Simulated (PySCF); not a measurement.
## Löwdin shares of the frontier orbitals

Compound: C7H11Cl.
Numbering: `[Cl:1][C@@H:2]1[CH2:3][C@H:4]2[CH2:5][CH2:6][CH2:7][C@@H:8]12` (hydrogens: H9 on C2; H10, H11 on C3; H12 on C4; H13, H14 on C5; H15, H16 on C6; H17, H18 on C7; H19 on C8)

Computed with TDDFT wB97X-D/def2-SVPD, vertical, gas phase, core orbitals frozen in the response in PySCF. Geometry: PBE0-D3(BJ)/def2-SVP, one conformer, isolated molecule.

Frontier orbitals with the atoms that hold most of them (Löwdin shares over 4%, at most four atoms; ? is withheld):

```json
{"orbital": "LUMO+2", "ε (eV)": "2.76", "atoms": "Cl1 35%, H13 7%, H12 6%, C5 6%"}
{"orbital": "LUMO+1", "ε (eV)": "2.44", "atoms": "Cl1 17%, H15 11%, C6 10%, H10 10%"}
{"orbital": "LUMO", "ε (eV)": "2.11", "atoms": "?"}
{"orbital": "HOMO", "ε (eV)": "?", "atoms": "Cl1 51%, C2 14%, C8 11%, C4 7%"}
{"orbital": "HOMO-1", "ε (eV)": "-9.95", "atoms": "?"}
{"orbital": "HOMO-2", "ε (eV)": "-10.62", "atoms": "C4 24%, C8 18%, C3 18%, Cl1 8%"}
{"orbital": "HOMO-3", "ε (eV)": "-11.11", "atoms": "Cl1 24%, C4 13%, C6 11%, C5 10%"}
```

Problem. Which atoms hold the HOMO-1, and with what shares?

Solution. Cl1 (bonded to C) 56%; C2 (bonded to 2 C, Cl and H) 14%; C3 (bonded to 2 C and 2 H) 11%; C8 (bonded to 3 C and H) 6%. By element: chlorine 56%, carbon 31% or more.

Problem. Give the leading atoms of the LUMO.

Solution. Cl1 (bonded to C) 26%; C2 (bonded to 2 C, Cl and H) 10%; H12 (bonded to C) 7%; C4 (bonded to 3 C and H) 6%. By element: chlorine 26%, carbon 16% or more, hydrogen 7% or more.

Problem. What is the HOMO energy, and the HOMO–LUMO gap?

Solution. ε(HOMO) = -9.87 eV; the gap is 11.98 eV (0.4402 hartree).

Problem. How does S1 compare with the orbital gap of 11.98 eV?

Solution. S1 is at 7.18 eV (f = 0.0052), 4.80 eV below the gap, made of HOMO→LUMO (63%), HOMO→LUMO+1 (11%), HOMO→LUMO+2 (11%). Without the coupling terms of the response equations the lowest excitation would equal the gap.

Next come S2 at 7.24 eV (f 0.0013), HOMO-1→LUMO (61%), HOMO-1→LUMO+2 (12%), HOMO-1→LUMO+1 (11%); S3 at 8.29 eV (f 0.0010), HOMO-2→LUMO (73%); S4 at 8.31 eV (f 0.018), HOMO→LUMO+1 (58%), HOMO→LUMO+4 (22%); S5 at 8.40 eV (f 0.047), HOMO-1→LUMO+1 (59%), HOMO-1→LUMO+4 (24%).
